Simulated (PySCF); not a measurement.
# Solvent effects on NMR parameters

Geometry:
```tsv
atom	x (Å)	y (Å)	z (Å)
F1	-2.468	0.060	0.997
B2	-1.403	0.414	0.301
F3	-1.530	1.484	-0.465
C4	-0.063	-0.389	0.401
C5	1.010	0.047	-0.571
Cl6	2.518	-0.897	-0.363
H7	-0.284	-1.463	0.283
H8	0.302	-0.289	1.440
H9	1.278	1.103	-0.436
H10	0.695	-0.090	-1.615
```

GIAO PBE0/pcSseg-1 in PySCF 2.14 on one PBE0-D3(BJ)/def2-SVP conformer, non-relativistic, equivalent nuclei averaged. Solvents enter as an IEF-PCM continuum (cyclohexane with ε = 2.0, methanol with ε = 32.6) around the gas-phase geometry. Shifts are referred to CFCl3, BF3·OEt2, TMS computed in the same medium.

Gas phase, δ in ppm: F1/F3 -62.9, B2 28.4, C5 44.3, C4 20.2, H9/H10 3.41, H7/H8 1.46. Dipole moment 0.60 D.

Question: How does each δ change in the continuum?

Answer: 
```tsv
atoms	environment	Δδ, cyclohexane	Δδ, methanol
F1/F3	fluorine bonded to B	-1.5	-3.7
B2	boron bonded to C, 2 F	+0.3	+0.7
C5	sp3 CH2 bonded to Cl	+0.9	+2.4
C4	sp3 CH2 bonded to B	+0.2	+0.6
H9/H10	hydrogen on an sp3 CH2 bonded to Cl	+0.10	+0.26
H7/H8	hydrogen on an sp3 CH2 bonded to B	+0.08	+0.18
```

Changes are relative to the gas phase. The dipole moment becomes 0.71 D in cyclohexane, 0.89 D in methanol.

Question: Which of the listed nuclei move most (in ppm), and what does the model miss?

Answer: F1/F3 (fluorine bonded to B, -3.7 ppm) in methanol. A continuum only polarises the solute; specific hydrogen bonds, the anisotropy of aromatic solvents and changes of geometry or conformer are outside it.
